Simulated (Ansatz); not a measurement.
`[AlH2][NH][SiH2]Cl` + `O[SiH3]` → `[AlH2][NH][SiH2]O[SiH3]` + HCl  (ligand exchange at the Si–Cl bond)

Calculated with Ansatz (gas phase, PBE0-D4/def2-TZVP geometries, no zero-point term in ΔE). CCSD(T)/CBS adds triple-zeta CCSD(T) − MP2 to the extrapolated MP2 energy (def2 sets, frozen cores). This one scheme is used for every species. DFT in def2-TZVPP. B3LYP here is the variant with VWN-RPA as its local correlation; programs differ in this. Each species was taken in one conformer, which may not be the lowest.

**Question.** Is it downhill or uphill in electronic energy at CCSD(T)/CBS, and by how much? (Best estimate.)

**Answer.** Ansatz gave: Downhill: ΔE = -15.7 kJ/mol.

**Question.** What do these levels give: r2SCAN-D4, B2PLYP, B3LYP, r2SCANh, MP2/def2-TZVPP, SCS-MP2/def2-QZVPP? (Estimate.)

**Answer.** Ansatz gave: r2SCAN-D4 -11.8, B2PLYP -15.3, B3LYP -13.4, r2SCANh -11.0, MP2/def2-TZVPP -15.3, SCS-MP2/def2-QZVPP -17.1 kJ/mol.

Largest T1 diagnostic among the species: 0.012.

From PBE to PBE0 (25 % exact exchange), in def2-TZVPP and without D4, ΔE moves by −3.1 kJ/mol. Leaving LDA and LC-ωPBE aside and taking each functional with its dispersion term where it has one, the values, not all of them listed here, spread over 16.3 kJ/mol, from BHLYP-D4 to PBE-D4. LDA lies −6.8 kJ/mol from PBE without D4.
